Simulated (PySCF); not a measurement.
Dipole moment (D) of eight silicon and germanium compounds: PBE beside B3LYP, computed with PySCF for isolated molecules in the bases named; differences from unrounded values. The eight are the first of their class met in an unordered collection, after screening for sound electronic states; none was chosen by its value, except that the dipole had to exceed 0.05 D. Each molecule has one DFT geometry for both levels.

```
molecule                                             basis  B3LYP   PBE  difference
-----------------------------------------------  ---------  -----  ----  ----------
C3H7NSi, SMILES C#C[SiH2]CN                      def2-TZVP   1.67  1.69        0.02
Si(H)(F)2(OEt) (C2H6F2OSi), SMILES CCO[SiH](F)F  def2-TZVP   1.63   ___         ___
CH7FOSi2, SMILES CO[Si@@H](F)[SiH3]              def2-TZVP   1.49   ___         ___
CH7GeNO, SMILES C[NH][GeH2][OH]                  def2-TZVP   2.03  2.00       -0.04
CH₇NSi₃, SMILES C1=N[Si@@H]([SiH2]1)[SiH3]       def2-TZVP   1.64  1.44       -0.20
F2H2OSeSi, SMILES O[Si](F)(F)[SeH]               def2-TZVP   2.65   ___         ___
C2H5ClFNSi, SMILES N[Si@H](Cl)/C=C/F             def2-TZVP   1.92  1.89       -0.03
C2H10ClNSi2, SMILES [Si@H](C[SiH3])(NC)Cl        def2-TZVP   1.49  1.47       -0.02
```

Some entries are withheld; supply them. (The exact figures need the calculation; the answer reports its results.)


- CH7FOSi2, SMILES CO[Si@@H](F)[SiH3], PBE: 1.42
- CH7FOSi2, SMILES CO[Si@@H](F)[SiH3], difference: -0.07
- Si(H)(F)2(OEt) (C2H6F2OSi), SMILES CCO[SiH](F)F, PBE: 1.60
- Si(H)(F)2(OEt) (C2H6F2OSi), SMILES CCO[SiH](F)F, difference: -0.03
- F2H2OSeSi, SMILES O[Si](F)(F)[SeH], PBE: 2.55
- F2H2OSeSi, SMILES O[Si](F)(F)[SeH], difference: -0.11

PBE lies below B3LYP in 7 and above it in 1 of the eight; the mean signed difference is -0.06 and the largest -0.20 D.
